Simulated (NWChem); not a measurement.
**Ionisation of tetrafluoroborate (BF4 (-1))**

```
B
F 1 1.4033
F 1 1.4033 2 109.47
F 1 1.4033 2 109.47 3 120.00
F 1 1.4033 2 109.47 4 120.00
```
Charge -1, spin multiplicity 1.

Everything below was run with NWChem. All single points use one geometry, from PBE0/def2-SVP, a minimum by its harmonic frequencies.

Basis set: def2-TZVPD. −ε marks an orbital energy of the parent.

B3LYP has NWChem's definition, with VWN1-RPA local correlation. The anion's geometry comes from a basis without diffuse functions.

Order these methods by the first vertical ionisation energy they give, lowest first: −ε(HOMO) of LDA (SVWN5), −ε(HOMO) of M06-2X, −ε(HOMO) of PBE, −ε(HOMO) of B3LYP, −ε(HOMO) of HF, G0W0@HF.

−ε(HOMO) of PBE (2.65 eV), −ε(HOMO) of LDA (SVWN5) (2.91 eV), −ε(HOMO) of B3LYP (4.46 eV), −ε(HOMO) of M06-2X (6.96 eV), G0W0@HF (8.55 eV), −ε(HOMO) of HF (10.34 eV)
